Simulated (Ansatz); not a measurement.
Species: sum formula SiNHF₃, charge -1, multiplicity 1. It need not be the lowest isomer of its formula. Whether it binds its extra electron was not tested at this geometry. 
Coordinates optimised at B3LYP-D3(BJ)/def2-TZVP (Ansatz, a program for electronic structure):
SMILES: [NH-][Si](F)(F)F
```xyz
6

N      1.5561     0.3331    -0.7536
Si     0.1344     0.0184    -0.0566
F     -0.6149    -1.4174    -0.2931
F     -0.0411     0.1130     1.5680
F     -1.0244     1.0443    -0.5429
H      2.3497    -0.2487    -0.5199
```
Charge -1, spin multiplicity 1.

Basis-set convergence of Hartree-Fock and CCSD(T) correlation energies (hartree) with Ansatz. Correlated levels leave the core frozen unless marked. Spin-orbit coupling is left out. Non-relativistic.

```json
[
 {"basis": "aug-cc-pV(D+d)Z", "functions": "133", "E(HF)": "-642.57867", "E(corr, CCSD(T))": "-0.93828"},
 {"basis": "aug-cc-pV(T+d)Z", "functions": "262", "E(HF)": "-642.69768", "E(corr, CCSD(T))": "-1.16213"},
 {"basis": "aug-cc-pV(Q+d)Z", "functions": "455", "E(HF)": "-642.72782", "E(corr, CCSD(T))": "-1.24075"}
]
```

Extrapolating the two largest sets (X = 3 and 4) as X^-3: E(corr) = (64·(-1.24075) - 27·(-1.16213))/37 = -1.2981 Eh, an estimate of the basis-set limit. The largest set recovers 95.6 % of it, the smallest 72.3 %.
